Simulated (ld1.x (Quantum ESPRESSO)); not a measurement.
# Plane-wave convergence, TM potential for carbon

C, norm-conserving Troullier–Martins (Kleinman–Bylander form), made with ld1.x (Quantum ESPRESSO) 7.5 (PBE, fully relativistic). Core [He], reference 2s2 2p2. Waves: 2s (bound): rc 0.75 bohr; 2p (bound): rc 2.75 bohr. Local part: all-electron potential smoothed inside 1.90 bohr (lloc = -1). Core correction: Bessel-smoothed model core, default radius (core density twice the valence density).

Open shells are filled in proportion to 2j + 1 (rel_dist='average').

The pseudo-atom Hamiltonian at the reference potential is diagonalised in spherical Bessel functions j_l(qr) that vanish at 20 bohr, with q² up to the cutoff. All-electron valence levels (Ry): 2s -1.0107, 2p1/2 -0.3889, 2p3/2 -0.3883.

Task: How do the lowest levels (Ry) of each channel move with the cutoff, and are there ghosts?

Result:

| cutoff (Ry) | s #1 | p1/2 #1 | p1/2 #2 | p3/2 #1 | d #1 | f #1 | Σ f·Δε (mRy) |
| --- | --- | --- | --- | --- | --- | --- | --- |
| 8 | -0.7700 | -0.2551 | 0.0368 | -0.2549 | 0.0727 | 0.1172 | 747.9 |
| 15 | -0.8554 | -0.3814 | 0.0325 | -0.3808 | 0.0727 | 0.1172 | 325.1 |
| 21 | -0.9003 | -0.3886 | 0.0323 | -0.3879 | 0.0727 | 0.1172 | 220.9 |
| 35 | -0.9157 | -0.3889 | 0.0323 | -0.3882 | 0.0727 | 0.1172 | 189.6 |
| 50 | -0.9240 | -0.3889 | 0.0323 | -0.3883 | 0.0727 | 0.1172 | 173.0 |
| 60 | -0.9384 | -0.3889 | 0.0323 | -0.3883 | 0.0727 | 0.1172 | 144.1 |
| 90 | -0.9862 | -0.3889 | 0.0323 | -0.3883 | 0.0727 | 0.1172 | 48.6 |
| 120 | -1.0048 | -0.3889 | 0.0323 | -0.3883 | 0.0727 | 0.1172 | 11.3 |
| 180 | -1.0082 | -0.3889 | 0.0323 | -0.3883 | 0.0727 | 0.1172 | 4.6 |
| 230 | -1.0095 | -0.3889 | 0.0323 | -0.3883 | 0.0727 | 0.1172 | 1.9 |
| 350 | -1.0104 | -0.3889 | 0.0323 | -0.3883 | 0.0727 | 0.1172 | 0.2 |
| 400 | -1.0105 | -0.3889 | 0.0323 | -0.3883 | 0.0727 | 0.1172 | 0.0 |

Result: no extra level below or beside the all-electron valence levels (s, p1/2, p3/2, d, f tested); 10 mRy is reached at 140 Ry and 1 mRy at 260 Ry.

Its largest configuration-test error is +1553 meV.
